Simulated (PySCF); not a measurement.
F2H4SSi2, SMILES F[SiH2]S[SiH2]F.

Geometry optimised at TPSSh-D3(BJ)/def2-SVP. Other conformers were not sampled.

Two levels are set side by side: PBE/def2-TZVP (PySCF) and HF/def2-TZVP (PySCF). Same geometry, gas phase. Differences are taken from unrounded values.

| quantity | HF | PBE | PBE minus HF |
|---|---|---|---|
| orbital gap (eV) | 13.90 | 5.78 | -8.12 |
| highest occupied level (eV) | -11.13 | -7.14 | 3.99 |
| lowest empty level (eV) | 2.78 | -1.36 | -4.13 |
| mean polarisability (bohr³) | 61.6 | 70.4 | 8.8 |

Without exact exchange PBE keeps part of each electron's self-repulsion, which lifts occupied levels and narrows the gap. PBE's more diffuse valence density responds more strongly to a field. Differences between two approximate levels are no errors against the true value.

Rough cost on one machine, each run with all the roots and properties that it gave: HF against PBE about 1/2.
